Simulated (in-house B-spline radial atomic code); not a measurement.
Multiplet parameters of the 4d6 shell in Pd⁴⁺ ([Kr] 4d6). Method: non-relativistic Hartree-Fock, average of configuration, point nucleus. Calculated with an all-electron radial atomic-structure program (B-spline basis).

Slater integrals: F^2 = 81737 cm⁻¹, F^4 = 54083 cm⁻¹. Central-field spin-orbit parameter ζ(4d) = 1919 cm⁻¹ (bare central field on non-relativistic orbitals, without two-electron terms: too large for light atoms, too small for heavy ones).

Task: What are Racah's B and C?

Result: B = F^2/49 - 5F^4/441 = 1055 cm⁻¹, C = 35F^4/441 = 4292 cm⁻¹, C/B = 4.07.

Task: Where do the terms lie in LS coupling, without spin-orbit interaction?

Result: In cm⁻¹ above the Hund's-rule term (some of the terms):
| term | expression | energy |
| --- | --- | --- |
| 5D | 0B + 0C | 0 |
| 3H | 4B + 4C | 21389 |
| 3G | 9B + 4C | 26663 |
| 3D | 16B + 4C | 34048 |
| 1I | 6B + 6C | 32083 |

Task: Is LS coupling a fair picture here?

Result: Unscaled Hartree-Fock integrals overestimate measured term splittings, because correlation screens the repulsion; fits to spectra scale them down, most for low charges. Here ζ is 1.82 times B, so the coupling is intermediate: spin-orbit interaction mixes the terms, and LS labels name only the largest part.
